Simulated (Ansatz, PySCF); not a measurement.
Molecule: sum formula BCl$_{2}$F, net charge 0, singlet state. 
Geometry from a B3LYP-D3(BJ)/def2-TZVP (Ansatz, a quantum-chemistry and plane-wave program) optimisation:
SMILES: ClB(F)Cl
```xyz
4

B     -0.0055     0.3570     0.0037
F     -0.0258     1.6710     0.0174
Cl    -1.5169    -0.5180    -0.0381
Cl     1.5322    -0.4717     0.0278
```
Charge 0, spin multiplicity 1.

Total electronic energies in hartree. Valence correlation only, unless marked. Spin-orbit coupling is left out. No relativistic terms. Basis-set limits of correlation are two-point, X^-3; Hartree-Fock from the larger set. The bracket is a focal-point correction in the basis named.

| level | program | energy (Eh) |
|---|---|---|
| HF/cc-pV(T+d)Z | Ansatz | -1043.35977 |
| RI-HF/cc-pV(T+d)Z | Ansatz | -1043.35968 |
| revPBE-D4/def2-TZVPD | Ansatz + dftd4 | -1045.11725 |
| PBE0/STO-3G | Ansatz | -1033.08677 |
| PBE0/def2-QZVPP | Ansatz | ___ |
| r2SCAN0-D4/def2-TZVPD | Ansatz + dftd4 | ___ |
| PW6B95/def2-TZVPD | PySCF | -1046.17098 |
| MN15-D3(BJ)/def2-TZVPD | PySCF + dftd3 | ___ |
| HSE06-D3(BJ)/def2-TZVPD | Ansatz + dftd3 | -1044.86858 |
| CAM-B3LYP-D3(BJ)/def2-TZVPD | Ansatz + dftd3 | -1045.31156 |
| wB97X-V/def2-TZVPD | Ansatz | -1045.14157 |
| RPA@PBE/cc-pV(T+d)Z | Ansatz | -1044.45125 |
| MP2/6-31G* | Ansatz | -1043.73943 |
| RI-MP2/CBS(aug-cc-pV(T+d)Z,aug-cc-pV(Q+d)Z)+[CCSD(T)-MP2]/aug-cc-pV(T+d)Z | Ansatz | -1044.2765 |
| CCSD(T)/CBS(cc-pV(T+d)Z,cc-pV(Q+d)Z) | Ansatz | -1044.2741 |

Some entries are withheld; supply them.


- PBE0/def2-QZVPP, energy (Eh): -1044.91941
- r2SCAN0-D4/def2-TZVPD, energy (Eh): -1045.18212
- MN15-D3(BJ)/def2-TZVPD, energy (Eh): -1045.02646
